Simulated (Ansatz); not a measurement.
Job for Ansatz (a quantum-chemistry and plane-wave program): R-CCSD(T)/cc-pV(T+d)Z on CH3FSi (SMILES C[Si]F), a point of a torsion scan. Files ending in .json are basis or fitting sets from the Basis Set Exchange.

Ansatz 0.2 input:
```yaml
crystal:
  periodic: [false, false, false]
  atoms:
    - {symbol: C, position_ang: [-0.54450589, -0.02200301, 0.01163773]}
    - {symbol: Si, position_ang: [1.16977073, -0.85914702, -0.09473814]}
    - {symbol: F, position_ang: [1.03349973, -1.72564129, 1.30526843]}
    - {symbol: H, position_ang: [-0.78304990, 0.27747553, 1.03335736]}
    - {symbol: H, position_ang: [-1.32697187, -0.70877788, -0.31423134]}
    - {symbol: H, position_ang: [-0.60825987, 0.86097489, -0.62115728]}
basis:
  gaussian:
    orbitals: cc-pV_T+d_Z.json
magnetization: {spin_polarized: false}
correlation: {method: ccsd_t, electrons: outside_noble_gas}
scf: {lower_state_search: off}
```

The head of its log:

```
WARN ansatz: RAYON_NUM_THREADS=1 ignored (pool sized by the plan → 1); use --threads N
Functional definition: HF
these checks for a lower state are left out or cut short: stability, starts, cluster_reference, orbital_swaps, neighbouring_geometries, increment
integrals: 0.29 GiB planned
822 factors; integrals over basis functions are off by at most 9.7e-4 eV
mean field: 0.28 GiB planned
mean field evaluation 1: about -11645.6324 eV, gradient 3.6e1 eV
mean field evaluation 2: about -11645.6352 eV, gradient 3.6e1 eV
mean field evaluation 4: about -11648.4214 eV, gradient 3.1e0 eV
mean field evaluation 8: about -11648.4665 eV, gradient 4.9e-4 eV
mean field -11648.46654350 eV, -428.0732498593 hartree, gradient 4.3e-6 eV, S^2 0.000000; 0 other end points of the search recorded, 0 dependent functions left out
7 core orbitals not correlated
reference -11648.46654350 eV, -428.0732498593 hartree; 9, 9 occupied and 125, 125 virtual orbitals, 822 factors
```

Question: Give the final energy of this run.

Answer: -428.6505 hartree (reference determinant -428.0732, T1 diagnostic 0.014).
